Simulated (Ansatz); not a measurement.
Abridged output of a molecular run in Ansatz:

```
Functional definition: HF
1314 factors; integrals over basis functions are off by at most 1.1e-3 eV
mean field evaluation 1: about -15066.4618 eV, gradient 5.9e1 eV
mean field evaluation 2: about -15066.4856 eV, gradient 5.9e1 eV
mean field evaluation 4: about -15072.8779 eV, gradient 3.2e0 eV
mean field evaluation 8: about -15072.9098 eV, gradient 1.5e-1 eV
mean field evaluation 16: about -15072.8779 eV, gradient 5.0e-1 eV
mean field -15072.90988955 eV, -553.9192216556 hartree, gradient 2.6e-6 eV, S^2 0.000000; 0 other end points of the search recorded, 0 dependent functions left out
9 core orbitals not correlated: weight in the atoms' cores, before any rotation towards them, 1.000 or more for the frozen orbitals, at most 0.000 for the correlated occupied ones
reference -15072.90988955 eV, -553.9192216556 hartree; 24, 24 occupied and 93, 93 virtual orbitals, 1314 factors
second order -27.46682080 eV of doubles, -0.00000000 eV of singles
cycle   1  -27.47502516 eV  change   -8.2e-3 eV  update   1.3e-1
cycle   2  -28.13819491 eV  change   -6.6e-1 eV  update   3.8e-2
cycle   3  -28.34252062 eV  change   -2.0e-1 eV  update   2.1e-2
cycle   4  -28.33369827 eV  change    8.8e-3 eV  update   4.6e-3
cycle   5  -28.33039961 eV  change    3.3e-3 eV  update   2.1e-3
cycle   6  -28.33123105 eV  change   -8.3e-4 eV  update   7.0e-4
cycle   7  -28.33092114 eV  change    3.1e-4 eV  update   2.6e-4
cycle   8  -28.33075054 eV  change    1.7e-4 eV  update   7.9e-5
cycle   9  -28.33076096 eV  change   -1.0e-5 eV  update   3.4e-5
perturbative correction -0.67821249 eV, -0.0249238493 hartree
Total energy: -15101.91886300 eV, -554.9852817670 hartree
```

Its atoms:

Z-matrix (Å, degrees):
```
C
O 1 1.414
H 1 1.096 2 111.7
H 1 1.095 2 112.4 3 -122.3
H 1 1.093 2 107.6 3 118.6
Sn 2 1.941 1 121.4 3 72.2
O 6 1.946 2 116.1 1 -75.0
O 6 1.942 2 104.7 1 166.2
O 6 1.942 2 107.8 1 42.6
H 7 0.961 6 112.6 2 -93.9
H 8 0.962 6 111.9 2 -16.2
H 9 0.961 6 111.8 2 -140.7
```

Problem. Which basis set was used?
A. def2-SVP
B. cc-pV(T+d)Z
C. def2-TZVPPD
D. cc-pV(Q+d)Z

Solution. A. It gives 126 functions.

Problem. Write the keys of the input that set method, charge and spin (a neutral closed shell needs none for the last two).

Solution. 
```yaml
correlation: {method: ccsd_t}
```
